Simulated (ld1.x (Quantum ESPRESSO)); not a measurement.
u(r) = r·R(r): atom against pseudo-atom (Li)

Columns: radius, all-electron u(r) and pseudo u(r) of the 2s shell (level -3.35 eV) of lithium in the configuration [He] 2s0 2p1; PBE, scalar-relativistic, TM scheme, ld1.x (Quantum ESPRESSO) 7.5.

```json
{"r (bohr)": "0.210", "all-electron": "0.1822", "pseudo": "-0.0277"}
{"r (bohr)": "0.420", "all-electron": "0.1742", "pseudo": "-0.0575"}
{"r (bohr)": "0.630", "all-electron": "0.0951", "pseudo": "-0.0914"}
{"r (bohr)": "0.840", "all-electron": "-0.0057", "pseudo": "-0.1314"}
{"r (bohr)": "1.050", "all-electron": "-0.1066", "pseudo": "-0.1786"}
{"r (bohr)": "1.260", "all-electron": "-0.1985", "pseudo": "-0.2325"}
{"r (bohr)": "1.470", "all-electron": "-0.2776", "pseudo": "-0.2899"}
{"r (bohr)": "1.680", "all-electron": "-0.3428", "pseudo": "-0.3455"}
{"r (bohr)": "1.890", "all-electron": "-0.3946", "pseudo": "-0.3947"}
{"r (bohr)": "2.100", "all-electron": "-0.4352", "pseudo": "-0.4352"}
{"r (bohr)": "2.310", "all-electron": "-0.4669", "pseudo": "-0.4669"}
{"r (bohr)": "2.520", "all-electron": "-0.4900", "pseudo": "-0.4900"}
{"r (bohr)": "2.730", "all-electron": "-0.5051", "pseudo": "-0.5051"}
{"r (bohr)": "2.940", "all-electron": "-0.5131", "pseudo": "-0.5131"}
{"r (bohr)": "3.150", "all-electron": "-0.5150", "pseudo": "-0.5150"}
{"r (bohr)": "3.360", "all-electron": "-0.5116", "pseudo": "-0.5116"}
{"r (bohr)": "3.570", "all-electron": "-0.5039", "pseudo": "-0.5039"}
{"r (bohr)": "3.780", "all-electron": "-0.4926", "pseudo": "-0.4926"}
{"r (bohr)": "3.990", "all-electron": "-0.4783", "pseudo": "-0.4783"}
{"r (bohr)": "4.200", "all-electron": "-0.4618", "pseudo": "-0.4618"}
{"r (bohr)": "4.410", "all-electron": "-0.4435", "pseudo": "-0.4435"}
{"r (bohr)": "4.620", "all-electron": "-0.4239", "pseudo": "-0.4239"}
{"r (bohr)": "4.830", "all-electron": "-0.4035", "pseudo": "-0.4035"}
{"r (bohr)": "5.040", "all-electron": "-0.3825", "pseudo": "-0.3825"}
{"r (bohr)": "5.250", "all-electron": "-0.3612", "pseudo": "-0.3612"}
{"r (bohr)": "5.460", "all-electron": "-0.3401", "pseudo": "-0.3401"}
```

**Question.** How many radial nodes do the two functions have?

**Answer.** The all-electron 2s function has n − l − 1 = 1; the pseudo-wave has 0, since the states of the same l below it are removed with the core.

**Question.** At about which radius was the pseudo-wave matched?

**Answer.** 2.30 bohr. The columns agree to 0.0005 from 1.89 bohr on; several derivatives are matched, so the curves merge somewhat inside the radius.

**Question.** Where does each function peak?

**Answer.** Outermost all-electron maximum near 3.15 bohr, pseudo maximum near 3.15 bohr (to the table’s step).

**Question.** Is the pseudo-wave norm-conserving?

**Answer.** Yes: the TM scheme keeps the norm inside the radius equal to the all-electron one, which fixes the energy derivative of the logarithmic derivative at the level.
